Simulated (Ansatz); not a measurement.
Gas-phase electronic energies from Ansatz, PBE0-D4/def2-TZVP geometries. CCSD(T)/CBS adds triple-zeta CCSD(T) − MP2 to the extrapolated MP2 energy (def2 sets, frozen cores). DFT in def2-TZVPP. B3LYP here is the variant with VWN-RPA as its local correlation; programs differ in this. For Se outer-core shells are correlated without core-valence functions, which leaves a few kJ/mol of doubt a bond. Scalar relativity is left out up to krypton. One conformer a species, not always the lowest.

`C[N]([SiH3])[AlH][F]` + `C[SeH]` → `C[Se][AlH][F]` + `CN[SiH3]`  (ligand exchange at the Al–N bond)

`C[N]([SiH3])[AlH][F]`:

Z-matrix (Å, degrees):
```
C
N 1 1.463
H 1 1.096 2 111.6
H 1 1.095 2 111.2 3 -119.7
H 1 1.096 2 111.6 3 120.6
Si 2 1.730 1 115.6 3 -60.0
Al 2 1.772 1 118.9 3 120.0
H 6 1.491 2 110.7 1 59.0
H 6 1.483 2 108.4 1 179.7
H 6 1.491 2 110.8 1 -59.6
F 7 1.648 2 119.4 1 179.8
H 7 1.571 2 120.9 1 -0.2
```

`C[SeH]`:

```xyz
6

C    -0.013    0.390    0.381
Se   -0.457   -0.418   -1.335
H    -0.383   -0.222    1.200
H    -0.518    1.355    0.397
H     1.060    0.544    0.466
H     0.311   -1.649   -1.109
```

`C[Se][AlH][F]`:

```xyz
8

C    -1.406   -0.279    0.005
Se   -0.352    1.281   -0.564
Al    1.694    0.400   -0.032
F     3.039    1.311   -0.306
H    -1.968   -0.637   -0.855
H    -0.761   -1.073    0.377
H    -2.085    0.041    0.791
H     1.839   -1.043    0.584
```

`CN[SiH3]`:

Cartesian coordinates in Å:
```
C 0.753 0.927 -0.726
N -0.455 0.467 -0.075
Si -0.548 -1.016 0.783
H 0.758 2.017 -0.814
H 1.621 0.652 -0.120
H 0.905 0.503 -1.728
H -1.299 0.815 -0.498
H 0.515 -1.031 1.824
H -0.353 -2.247 -0.045
H -1.897 -1.087 1.401
```

```csv
level,ΔE (kJ/mol),difference from CCSD(T)/CBS
r2SCAN-D4,-17.7,-0.6
B3LYP-D4,-14.7,2.4
ωB97X-V,-15.2,1.9
ωB97M-V,-14.8,2.3
PBE,-24.3,-7.2
r2SCAN,-18.4,-1.3
PBE0,-25.0,-7.9
CCSD(T)/def2-TZVPP,-11.5,5.6
HF/def2-QZVPP,-19.6,-2.5
HF/CBS(def2),-19.4,-2.3
CCSD(T)/CBS,-17.1,0
```

Largest T1 diagnostic among the species: 0.012.

The D4 term adds +3.7 kJ/mol with B3LYP and +2.1 kJ/mol with PBE0; it sums over pairs of atoms, weighted by their polarisabilities, and B3LYP, whose exchange is more repulsive, gets the larger term. In def2-TZVPP, CCSD(T) changes the Hartree–Fock value by +9.2 kJ/mol (the triples alone add +0.6 kJ/mol) and MP2 by +7.8 kJ/mol.
